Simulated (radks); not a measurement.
Spherical quantum dot in the effective-mass picture: electrons in a parabolic well V = omega^2 r^2 / 2 with omega = 2.35, with a point charge +1 (a donor) at the centre, all in effective atomic units (hartree* = m*/eps^2 hartree, bohr* = eps/m* bohr), one dielectric constant everywhere. Method: non-relativistic Kohn-Sham, r2SCAN, spin-polarised, spherical densities, generalised Kohn-Sham scheme; computed with a radial shooting solver with Libxc functionals. Levels are named by radial order and angular momentum (1s, 1p, 1d, 2s, ...), and open shells are averaged over m. Results are scaled to m* = 0.209 and eps = 14.1, for which hartree* = 28.61 meV and bohr* = 3.57 nm.

N = 6, configuration 1s2 1p(up 3, down 1). This is the lowest configuration that the search found. Occupied and some empty levels:

level    occupation  eigenvalue (meV)  <r> (nm)
1s up             1            199.37     2.644
1s down           1            203.47     2.610
1p up             3            266.46     3.699
1p down           1            272.37     3.707
2s up             0            321.61     3.960
2s down           0            325.59     3.986
1d up             0            329.21     4.404
1d down           0            335.20     4.436
1f up             0            393.33     4.984
1f down           0            398.58     5.041

Energy (meV): total 1025.33, kinetic 402.73, external 249.39, Hartree 492.54, exchange-correlation -119.33.

Electron density:

r (nm)  n(r) (e/nm^3)
0.143         0.04644
0.684         0.03607
1.22          0.02989
1.76          0.02557
2.30          0.02150
2.84          0.01705
3.39          0.01239
3.93         0.008120
4.47         0.004765
5.01         0.002488
5.55         0.001146
6.09        0.0004704
6.63        0.0001712
7.17       0.00005488
